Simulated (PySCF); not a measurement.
SiBrF2, SMILES F[Si](F)Br, multiplicity 2. Geometry optimised at PBE0-D3(BJ)/def2-SVP.

Level of theory: PBE0-D3(BJ)/def2-SVP (PySCF).

Harmonic wavenumbers (cm⁻¹): 179, 218, 329, 457, 873, 951. Rotational constants (GHz): 7.128, 2.003, 1.641; symmetry number 1.

Q: Work out the zero-point energy and the ideal-gas rigid-rotor harmonic-oscillator thermochemistry at 298.15 K and 1 atm.

A: ZPE = ½ Σ hcν = ½ × 3007 cm⁻¹ = 4.30 kcal/mol. H − E(el) = 7.85 kcal/mol. Entropy in cal/(mol K): translation 40.85, rotation 27.02, vibration 6.62, spin 1.38, total 75.86. G − E(el) = -14.77 kcal/mol. Cp = 15.57 cal/(mol K).
